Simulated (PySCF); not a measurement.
# Correlation energy of Ar²⁺ (argon, charge +2)

[Ne] 3s1 3p4 3d1, one real determinant (an excited configuration). All numbers are calculated (PySCF 2.14, no relativity, point nucleus, in dyall-av3z). Frozen: [Ne]; 6 electrons correlated; the 23 highest virtual orbitals of each spin left out.

```json
{"level": "CCSD", "correlation energy (mhartree)": "-161.22"}
{"level": "(T)", "correlation energy (mhartree)": "-11.32"}
{"level": "CCSD(T)", "correlation energy (mhartree)": "-172.54"}
```

Diagnostics: T1 = 0.0092, D1 = 0.0242, largest double amplitude 0.217.

The real determinant used has ⟨L²⟩ near 8 against 12 for a pure F term, so it mixes terms. The outer electron is Rydberg-like, and this basis confines it to a smaller radius and binds it less than a complete one would. A double-excitation amplitude exceeds 0.15, a sign of near-degeneracy.

Cost of the coupled-cluster step: of the order of 8 core-seconds, for 6 correlated electrons.

Iterations:

```
CC2 = 0
CCSD nocc = (np.int64(5), np.int64(1)), nmo = (56, 56)
frozen orbitals [[0, 1, 2, 3, 4, 61, 62, 63, 64, 65, 66, 67, 68, 69, 70, 71, 72, 73, 74, 75, 76, 77, 78, 79, 80, 81, 82, 83], [0, 1, 2, 3, 4, 61, 62, 63, 64, 65, 66, 67, 68, 69, 70, 71, 72, 73, 74, 75, 76, 77, 78, 79, 80, 81, 82, 83]]
max_cycle = 100
direct = 0
conv_tol = 1e-08
conv_tol_normt = 1e-06
diis_space = 8
diis_start_cycle = 0
Init t2, MP2 energy = -0.113814529092899
Init E_corr(UCCSD) = -0.11381452909545
cycle = 1  E_corr(UCCSD) = -0.136056779127765  dE = -0.02224225  norm(t1,t2) = 0.0730851
cycle = 2  E_corr(UCCSD) = -0.144015319083086  dE = -0.00795853996  norm(t1,t2) = 0.0458388
cycle = 3  E_corr(UCCSD) = -0.154803080178654  dE = -0.0107877611  norm(t1,t2) = 0.0343778
cycle = 4  E_corr(UCCSD) = -0.157245093305859  dE = -0.00244201313  norm(t1,t2) = 0.0211725
cycle = 5  E_corr(UCCSD) = -0.162374348460354  dE = -0.00512925515  norm(t1,t2) = 0.0111172
cycle = 6  E_corr(UCCSD) = -0.160428404108042  dE = 0.00194594435  norm(t1,t2) = 0.00313979
cycle = 7  E_corr(UCCSD) = -0.161250100879978  dE = -0.000821696772  norm(t1,t2) = 0.00175811
cycle = 8  E_corr(UCCSD) = -0.161230279961748  dE = 1.98209182e-05  norm(t1,t2) = 0.000300669
cycle = 9  E_corr(UCCSD) = -0.161219243641452  dE = 1.10363203e-05  norm(t1,t2) = 0.000115476
cycle = 10  E_corr(UCCSD) = -0.161217586325654  dE = 1.6573158e-06  norm(t1,t2) = 4.03306e-05
cycle = 11  E_corr(UCCSD) = -0.161221494261666  dE = -3.90793601e-06  norm(t1,t2) = 1.16457e-05
cycle = 12  E_corr(UCCSD) = -0.161220421229428  dE = 1.07303224e-06  norm(t1,t2) = 3.6536e-06
cycle = 13  E_corr(UCCSD) = -0.161220449399725  dE = -2.81702975e-08  norm(t1,t2) = 5.81437e-07
cycle = 14  E_corr(UCCSD) = -0.161220435648028  dE = 1.37516976e-08  norm(t1,t2) = 1.40976e-07
cycle = 15  E_corr(UCCSD) = -0.161220438102244  dE = -2.45421661e-09  norm(t1,t2) = 3.40006e-08
UCCSD converged
E(UCCSD) = -524.2755884346411  E_corr = -0.1612204381022442
UCCSD(T) correction = -0.0113225127068474
```

The reference is one real determinant that mixes LS terms of this configuration.
